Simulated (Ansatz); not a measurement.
Consider the redistribution: `C[Se]BCF` + `C[B](N)[GaH2]` → `C[Se][B](N)[GaH2]` + `CBCF`.

Program: Ansatz. Geometries: PBE0-D4/def2-TZVP. ΔE: electronic, gas phase. CBS: MP2 limit from def2 TZ/QZ plus the TZ coupled-cluster correction, frozen cores. DFT in def2-TZVPP. B3LYP here is the variant with VWN-RPA as its local correlation; programs differ in this. For Ga, Se outer-core shells are correlated without core-valence functions, which leaves a few kJ/mol of doubt a bond. Scalar relativity is left out up to krypton. Each species was taken in one conformer, which may not be the lowest.

Problem. Is it downhill or uphill in electronic energy at CCSD(T)/CBS, and by how much? (Estimate.)

Solution. Computed: Uphill: ΔE = +3.3 kcal/mol.

Problem. What do these levels give: PBE0-D4, B2PLYP, PBE, B3LYP, SCS-MP2/def2-TZVPP, CCSD(T)/def2-TZVPP? (Estimate.)

Solution. Computed: PBE0-D4 3.0, B2PLYP 3.6, PBE 4.3, B3LYP 4.0, SCS-MP2/def2-TZVPP 3.1, CCSD(T)/def2-TZVPP 3.7 kcal/mol.

Largest T1 diagnostic among the species: 0.013.

The D4 term adds −1.1 kcal/mol with B3LYP and −0.6 kcal/mol with PBE0; it sums over pairs of atoms, weighted by their polarisabilities, and B3LYP, whose exchange is more repulsive, gets the larger term.
